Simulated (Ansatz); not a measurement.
C2H3, doublet (typed; the unrestricted solution is spin-contaminated), at a GFN2-xTB geometry; MP2/6-31G* run with Ansatz (an electronic-structure program).

Ansatz was given this input:
Ansatz 0.2 input:
```yaml
crystal:
  periodic: [false, false, false]
  atoms:
    - {symbol: C, position_ang: [0.66801280, -0.25106413, 0.02041584]}
    - {symbol: C, position_ang: [-0.56330933, 0.12414455, -0.01579794]}
    - {symbol: H, position_ang: [1.64284906, 0.17713737, 0.03734254]}
    - {symbol: H, position_ang: [-0.88995141, 1.16819846, -0.04069879]}
    - {symbol: H, position_ang: [-1.38111845, -0.58381835, -0.02435116]}
basis:
  gaussian:
    orbitals: 6-31G*
magnetization: {spin_polarized: true, initial_magnetization: 1}
correlation: {method: mp2}
```

It wrote (shortened):

```
Functional definition: HF
382 factors; integrals over basis functions are off by at most 1.1e-3 eV
mean field evaluation 1: about -2104.2333 eV, gradient 1.4e1 eV
mean field evaluation 2: about -2104.2381 eV, gradient 1.4e1 eV
mean field evaluation 4: about -2105.6686 eV, gradient 1.9e0 eV
mean field evaluation 8: about -2105.7960 eV, gradient 5.4e-1 eV
mean field -2105.83719780 eV, -77.3880896314 hartree, gradient 8.7e-6 eV, S^2 0.937647; 0 other end points of the search recorded, 0 dependent functions left out
2 core orbitals not correlated
reference -2105.83719780 eV, -77.3880896314 hartree; 6, 5 occupied and 28, 29 virtual orbitals, 382 factors
second order -5.86487753 eV of doubles, -0.00000000 eV of singles
Total energy: -2111.70207533 eV, -77.6036199052 hartree
```
